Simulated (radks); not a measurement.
Q: Neutral carbon, 6 electrons, occupied as [He] 2s2 2p2. Calculated with a radial shooting solver on a logarithmic mesh with Libxc functionals: Dirac Kohn-Sham, PBE, spin-unpolarised, spherical densities, point nucleus; open shells fill j = l - 1/2 first. Some entries of the table are withheld. Estimate them.

orbital,occ.,eigenvalue (eV),<1/r> (bohr^-1),<r^2> (bohr^2)
1s1/2,2,-273.3629,(1),0.09929
2s1/2,2,-13.7467,(2),(3)
2p1/2,2,-5.2876,0.7686,4.256
2p3/2,0,-5.2788,0.7679,4.263

A: 
(1) 1s1/2 <1/r> (bohr^-1): 5.648
(2) 2s1/2 <1/r> (bohr^-1): 0.9210
(3) 2s1/2 <r^2> (bohr^2): 2.992
